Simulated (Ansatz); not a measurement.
Relaxation of the cluster InGa₅ with RKS PBE-D4/def2-SVP.

```sh
$ ansatz run in.yaml --threads 4 --pin off --events-out ev --progress --plain --max-ram 4787MiB
```

```yaml
crystal:
  periodic: [false, false, false]
  atoms:
    - {symbol: Ga, position_ang: [0.046800, 0.392200, 0.116720]}
    - {symbol: Ga, position_ang: [-0.324660, -0.200260, -0.311300]}
    - {symbol: Ga, position_ang: [0.465080, -0.161360, -0.134340]}
    - {symbol: Ga, position_ang: [-0.371550, 0.148800, -0.290660]}
    - {symbol: Ga, position_ang: [0.273380, -0.355990, -0.144410]}
    - {symbol: In, position_ang: [-0.089050, 0.176610, 0.763990]}
basis:
  gaussian: {orbitals: def2-SVP}
hamiltonian: {xc: pbe, dispersion: d4}
scf: {lower_state_search: "off"}
output: {orbitals: {seedname: orbitals}}
relax: {f_tol: 0.02, max_steps: 100}
```

Run time 2.5 min (4 threads of Arm Neoverse V2 on a shared host).

Positions (Å) and forces (eV/Å) at steps 1, 2, 3, 4, 5, 6, 7, 8, 9, 10, 11, 12, 13, 14, 15, 16, 17, 18, 19, 20, 21, 22, 25, 27, 28, 29, 30, 31, 32, 33, 34, 35 of 35:

```xyz
6
step=1 energy=-248598.2603 eV
Ga    0.047    0.392    0.117 3029.149 6240.309 1110.996
Ga   -0.325   -0.200   -0.311 -1015.732 -35868.423 -4567.102
Ga    0.465   -0.161   -0.134 58314.504 53294.101 2244.186
Ga   -0.372    0.149   -0.291 -9999.795 34962.627 -1946.070
Ga    0.273   -0.356   -0.144 -49359.589 -58105.873 -2455.436
In   -0.089    0.177    0.764 -968.537 -522.742 5613.428
6
step=2 energy=-260733.2679 eV
Ga    0.055    0.414    0.121 2626.330 4689.411  680.595
Ga   -0.331   -0.293   -0.324 -5909.016 -6050.833 -3315.683
Ga    0.615   -0.031   -0.126 5390.156 1505.796 -613.688
Ga   -0.398    0.236   -0.296 -5252.918 7493.943 -3150.581
Ga    0.151   -0.502   -0.155 3997.666 -6808.498 1651.877
In   -0.092    0.175    0.779 -852.218 -829.819 4747.480
6
step=3 energy=-264266.8167 eV
Ga    0.000    0.536    0.121  686.707 2077.488 -1075.260
Ga   -0.391   -0.463   -0.326 -2024.648 -2816.297 -882.672
Ga    0.739    0.050   -0.211 1904.561 1145.151 -475.534
Ga   -0.588    0.192   -0.337 -2293.255 2543.298 -1062.878
Ga    0.286   -0.600   -0.144 1885.994 -2418.850  743.715
In   -0.047    0.285    0.897 -159.359 -530.790 2752.629
6
step=4 energy=-265806.0743 eV
Ga   -0.049    0.639    0.096  127.976  931.972 -636.057
Ga   -0.445   -0.630   -0.315 -910.103 -1226.677 -279.482
Ga    0.863    0.179   -0.301  617.947  311.529 -249.221
Ga   -0.760    0.160   -0.357 -1078.120  935.131 -432.000
Ga    0.379   -0.702   -0.137 1177.870 -705.101  311.195
In    0.012    0.355    1.015   64.430 -246.854 1285.564
6
step=5 energy=-266539.9870 eV
Ga   -0.086    0.765    0.063   -0.982  335.569 -175.389
Ga   -0.532   -0.787   -0.333 -258.946 -469.224  -65.148
Ga    1.003    0.273   -0.379  231.212  107.715 -108.619
Ga   -0.949    0.146   -0.420 -405.494  321.706 -157.593
Ga    0.488   -0.811   -0.124  390.099 -224.091  106.651
In    0.077    0.414    1.194   44.111  -71.675  400.097
6
step=6 energy=-266802.8974 eV
Ga   -0.115    0.895    0.051  -14.046  137.276  -76.149
Ga   -0.624   -0.937   -0.372  -97.510 -186.149  -23.558
Ga    1.172    0.359   -0.422   92.688   35.910  -43.618
Ga   -1.132    0.153   -0.501 -159.876  124.728  -63.896
Ga    0.574   -0.935   -0.104  156.250  -78.769   44.748
In    0.125    0.465    1.347   22.494  -32.996  162.473
6
step=7 energy=-266828.9523 eV
Ga   -0.158    0.912    0.021   -1.578  112.187  -74.631
Ga   -0.589   -1.071   -0.327 -223.257 -103.774  -48.390
Ga    1.272    0.526   -0.464   55.621    6.576  -24.636
Ga   -1.182    0.147   -0.483 -119.644   37.044  -50.465
Ga    0.524   -1.034   -0.090  262.723  -24.839   54.967
In    0.133    0.521    1.343   26.134  -27.193  143.155
6
step=8 energy=-266911.6092 eV
Ga   -0.237    1.014    0.016  -11.993   55.711  -47.298
Ga   -0.621   -1.239   -0.302  -96.309  -59.585  -13.536
Ga    1.361    0.637   -0.562   27.110    3.868  -13.416
Ga   -1.367    0.071   -0.489  -59.859   18.017  -22.279
Ga    0.663   -1.107   -0.104  120.676   -3.326   18.432
In    0.201    0.625    1.441   20.373  -14.684   78.097
6
step=9 energy=-266956.0688 eV
Ga   -0.295    1.134    0.023   -9.760   26.229  -24.973
Ga   -0.689   -1.393   -0.287  -42.064  -30.152   -2.175
Ga    1.489    0.718   -0.625   12.488    1.672   -6.482
Ga   -1.550    0.037   -0.547  -27.655    9.920  -10.768
Ga    0.780   -1.191   -0.135   54.962    0.583    5.723
In    0.265    0.695    1.571   12.029   -8.253   38.675
6
step=10 energy=-266978.2321 eV
Ga   -0.355    1.286    0.034   -5.983   11.917  -11.929
Ga   -0.758   -1.544   -0.247  -17.963  -13.589    1.231
Ga    1.612    0.781   -0.699    5.290    0.537   -2.914
Ga   -1.726    0.023   -0.628  -11.622    4.998   -5.259
Ga    0.912   -1.279   -0.173   24.061    0.986    1.209
In    0.315    0.733    1.713    6.216   -4.849   17.663
6
step=11 energy=-266988.2842 eV
Ga   -0.412    1.472    0.037   -3.197    5.013   -4.880
Ga   -0.825   -1.687   -0.166   -6.828   -5.049    1.719
Ga    1.723    0.839   -0.785    1.994   -0.049   -1.129
Ga   -1.895    0.027   -0.718   -4.032    2.214   -2.411
Ga    1.063   -1.364   -0.213    9.340    0.696   -0.205
In    0.346    0.714    1.844    2.724   -2.825    6.906
6
step=12 energy=-266991.9343 eV
Ga   -0.466    1.659    0.038   -1.546    2.078   -1.504
Ga   -0.891   -1.772   -0.060   -2.297   -1.505    1.635
Ga    1.815    0.877   -0.854    0.718    0.144   -0.505
Ga   -2.025    0.066   -0.819   -1.087    1.039   -1.348
Ga    1.208   -1.430   -0.224    3.278    0.042   -0.307
In    0.359    0.601    1.920    0.934   -1.798    2.029
6
step=13 energy=-266993.2606 eV
Ga   -0.508    1.831    0.046   -0.423    0.501   -0.160
Ga   -0.937   -1.782    0.074   -0.943   -0.046    1.218
Ga    1.863    0.894   -0.916    0.096    0.420   -0.273
Ga   -2.097    0.130   -0.932   -0.068    0.354   -0.731
Ga    1.336   -1.480   -0.203    1.258   -0.256   -0.160
In    0.344    0.406    1.932    0.080   -0.972    0.106
6
step=14 energy=-266993.7922 eV
Ga   -0.535    1.914    0.068    0.040   -0.130    0.109
Ga   -0.977   -1.730    0.261   -0.447    0.370    0.636
Ga    1.863    0.934   -0.961   -0.263    0.340   -0.018
Ga   -2.104    0.168   -1.079    0.310   -0.009   -0.240
Ga    1.416   -1.517   -0.221    0.482   -0.251   -0.154
In    0.336    0.231    1.933   -0.122   -0.321   -0.333
6
step=15 energy=-266993.9914 eV
Ga   -0.568    1.914    0.136    0.158   -0.168   -0.064
Ga   -1.001   -1.632    0.398   -0.427    0.150    0.088
Ga    1.751    0.946   -0.992   -0.303    0.313    0.087
Ga   -1.995    0.184   -1.241    0.383   -0.138    0.117
Ga    1.437   -1.553   -0.236    0.209   -0.239   -0.180
In    0.376    0.142    1.936   -0.019    0.081   -0.047
6
step=16 energy=-266994.0932 eV
Ga   -0.586    1.937    0.184    0.097   -0.168   -0.233
Ga   -1.045   -1.629    0.494   -0.232    0.122   -0.113
Ga    1.655    0.978   -1.004   -0.272    0.185    0.129
Ga   -1.817    0.145   -1.312    0.308   -0.095    0.227
Ga    1.392   -1.581   -0.304    0.023   -0.113   -0.142
In    0.401    0.149    1.942    0.076    0.069    0.132
6
step=17 energy=-266994.1842 eV
Ga   -0.612    1.896    0.201   -0.032   -0.007   -0.259
Ga   -1.084   -1.580    0.557   -0.073    0.048   -0.165
Ga    1.556    1.011   -0.993   -0.119    0.112    0.036
Ga   -1.637    0.094   -1.369    0.220   -0.060    0.245
Ga    1.322   -1.594   -0.386   -0.084   -0.089   -0.095
In    0.455    0.173    1.990    0.088   -0.003    0.238
6
step=18 energy=-266994.2560 eV
Ga   -0.629    1.903    0.183   -0.096    0.040   -0.096
Ga   -1.112   -1.574    0.597    0.004    0.001   -0.115
Ga    1.485    1.051   -0.999    0.024   -0.076   -0.045
Ga   -1.451    0.040   -1.354    0.093   -0.036    0.092
Ga    1.239   -1.610   -0.476   -0.078    0.039   -0.107
In    0.467    0.190    2.049    0.053    0.031    0.271
6
step=19 energy=-266994.3165 eV
Ga   -0.652    1.880    0.179   -0.056    0.108    0.000
Ga   -1.119   -1.544    0.632    0.065   -0.087    0.002
Ga    1.425    1.049   -1.032    0.179   -0.027   -0.139
Ga   -1.264   -0.020   -1.367   -0.067    0.027    0.110
Ga    1.142   -1.595   -0.611    0.028   -0.059   -0.119
In    0.467    0.230    2.198   -0.149    0.038    0.145
6
step=20 energy=-266994.3418 eV
Ga   -0.624    1.932    0.163    0.093   -0.053    0.096
Ga   -1.080   -1.594    0.674    0.151    0.016    0.060
Ga    1.427    1.044   -1.105    0.148   -0.054   -0.022
Ga   -1.155   -0.049   -1.293   -0.265    0.066    0.076
Ga    1.090   -1.609   -0.777    0.101    0.012    0.005
In    0.341    0.277    2.338   -0.227    0.013   -0.215
6
step=21 energy=-266994.3817 eV
Ga   -0.571    1.950    0.175    0.058    0.005   -0.070
Ga   -1.023   -1.628    0.701    0.037   -0.075   -0.005
Ga    1.471    1.026   -1.128    0.012   -0.029    0.010
Ga   -1.179   -0.046   -1.211   -0.171    0.077   -0.051
Ga    1.090   -1.598   -0.839    0.077    0.000   -0.010
In    0.211    0.297    2.301   -0.013    0.022    0.126
6
step=22 energy=-266994.3941 eV
Ga   -0.534    1.940    0.165    0.005   -0.022   -0.073
Ga   -0.985   -1.633    0.701   -0.002   -0.014   -0.067
Ga    1.493    1.009   -1.141   -0.025    0.019    0.014
Ga   -1.235   -0.038   -1.208    0.029    0.018    0.084
Ga    1.107   -1.593   -0.875   -0.019   -0.010    0.009
In    0.154    0.315    2.358    0.012    0.009    0.033
6
step=25 energy=-266994.3965 eV
Ga   -0.522    1.955    0.144    0.002    0.003    0.000
Ga   -0.977   -1.658    0.696   -0.001    0.001    0.005
Ga    1.497    1.005   -1.141    0.000    0.001    0.003
Ga   -1.234   -0.037   -1.172    0.001   -0.005   -0.003
Ga    1.102   -1.588   -0.895   -0.001    0.002   -0.004
In    0.134    0.323    2.368   -0.001   -0.001    0.000
6
step=27 energy=-266994.4031 eV
Ga   -0.531    1.968    0.058    0.031   -0.093   -0.014
Ga   -0.951   -1.674    0.771   -0.093   -0.029    0.044
Ga    1.609    1.026   -0.975   -0.011   -0.126    0.002
Ga   -1.264   -0.120   -1.138   -0.014    0.006    0.031
Ga    1.016   -1.558   -1.059    0.089    0.189   -0.071
In    0.121    0.359    2.342   -0.002    0.053    0.008
6
step=28 energy=-266994.4286 eV
Ga   -0.509    1.961   -0.041    0.036   -0.108    0.078
Ga   -0.932   -1.710    0.842   -0.073   -0.096    0.152
Ga    1.738    1.039   -0.838   -0.095   -0.310   -0.017
Ga   -1.324   -0.201   -1.073   -0.019    0.056   -0.086
Ga    0.947   -1.486   -1.223    0.159    0.337   -0.081
In    0.080    0.397    2.332   -0.008    0.121   -0.046
6
step=29 energy=-266994.4590 eV
Ga   -0.481    1.952   -0.104    0.055   -0.132    0.160
Ga   -0.897   -1.744    0.906   -0.009   -0.119    0.158
Ga    1.816    0.987   -0.730   -0.117   -0.224   -0.068
Ga   -1.368   -0.257   -1.011   -0.015    0.087   -0.191
Ga    0.912   -1.399   -1.394    0.085    0.270    0.060
In    0.018    0.460    2.333    0.001    0.118   -0.119
6
step=30 energy=-266994.4774 eV
Ga   -0.509    1.927   -0.079    0.138    0.008   -0.023
Ga   -0.908   -1.747    0.928   -0.070   -0.010   -0.040
Ga    1.803    0.924   -0.646    0.008    0.116   -0.047
Ga   -1.390   -0.254   -1.061   -0.034   -0.150   -0.016
Ga    0.915   -1.339   -1.390   -0.029    0.012   -0.037
In    0.090    0.489    2.248   -0.013    0.025    0.164
6
step=31 energy=-266994.4883 eV
Ga   -0.457    1.895   -0.091    0.005   -0.003    0.043
Ga   -0.896   -1.757    0.938   -0.024    0.002    0.033
Ga    1.846    0.935   -0.679    0.003    0.061    0.019
Ga   -1.421   -0.286   -1.044    0.022   -0.007   -0.024
Ga    0.899   -1.294   -1.425   -0.012   -0.063   -0.040
In    0.030    0.507    2.301    0.006    0.011   -0.031
6
step=32 energy=-266994.4892 eV
Ga   -0.471    1.893   -0.076    0.000   -0.047    0.009
Ga   -0.924   -1.739    0.961   -0.023    0.031   -0.043
Ga    1.838    0.953   -0.671   -0.018   -0.053   -0.022
Ga   -1.400   -0.300   -1.071   -0.046    0.013    0.075
Ga    0.904   -1.312   -1.448    0.088    0.048    0.020
In    0.052    0.505    2.304   -0.002    0.008   -0.038
6
step=33 energy=-266994.4903 eV
Ga   -0.473    1.881   -0.075    0.030    0.008   -0.003
Ga   -0.960   -1.734    0.959    0.023   -0.012    0.017
Ga    1.842    0.963   -0.684   -0.047    0.006    0.022
Ga   -1.407   -0.303   -1.060    0.015   -0.001   -0.054
Ga    0.928   -1.299   -1.429   -0.029   -0.013   -0.010
In    0.071    0.492    2.289    0.008    0.012    0.029
6
step=34 energy=-266994.4913 eV
Ga   -0.473    1.883   -0.070   -0.003   -0.003   -0.015
Ga   -0.943   -1.729    0.958   -0.009    0.010   -0.022
Ga    1.830    0.954   -0.674    0.003   -0.005    0.000
Ga   -1.405   -0.301   -1.074   -0.001   -0.011    0.027
Ga    0.922   -1.308   -1.438    0.005    0.013    0.004
In    0.069    0.501    2.298    0.004   -0.003    0.005
6
step=35 energy=-266994.4913 eV
Ga   -0.474    1.882   -0.078   -0.001   -0.002    0.014
Ga   -0.949   -1.732    0.956    0.005    0.008    0.005
Ga    1.832    0.955   -0.667    0.002   -0.004   -0.005
Ga   -1.408   -0.303   -1.069   -0.005    0.001   -0.008
Ga    0.922   -1.302   -1.436    0.006   -0.004   -0.002
In    0.077    0.499    2.295   -0.006    0.000   -0.004
```

In the def2 sets In takes a core potential; there is no spin–orbit coupling. The restricted singlet is unstable towards broken spin symmetry in Hartree–Fock (as tested in another run); at PBE-D4/def2-SVP this wasn't settled. The structure comes from a short search, and lower isomers may exist.
